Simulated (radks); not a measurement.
Coulomb parameter of the 3d shell of the cobalt ion Co3+ in the model configuration [Ar] 3d5 4p1, as a second difference U = [E(n + 1) + E(n - 1) - 2 E(n)] / (1)^2 with all orbitals relaxed. "Bare": the charge of the atom changes with n. "Screened": the 4p shell takes up the change at fixed total charge, which measures U(3d,3d) + U(4p,4p) - 2 U(3d,4p). Calculated with a radial shooting solver on a logarithmic mesh with Libxc functionals: scalar-relativistic Kohn-Sham, PBE, spin-unpolarised, spherical densities, point nucleus.

| case | configuration | E - E(n) (eV) |
|---|---|---|
| start | [Ar] 3d5 4p1 | 0.000 |
| bare +1 | [Ar] 3d6 4p1 | -44.179 |
| bare -1 | [Ar] 3d4 4p1 | 64.726 |
| screened +1 | [Ar] 3d6 | -23.233 |
| screened -1 | [Ar] 3d4 4p2 | 29.643 |

U(bare) = 20.548 eV, U(screened by 4p) = 6.410 eV, against the Slater integral F0(3d,3d) = 28.128 eV with frozen orbitals.
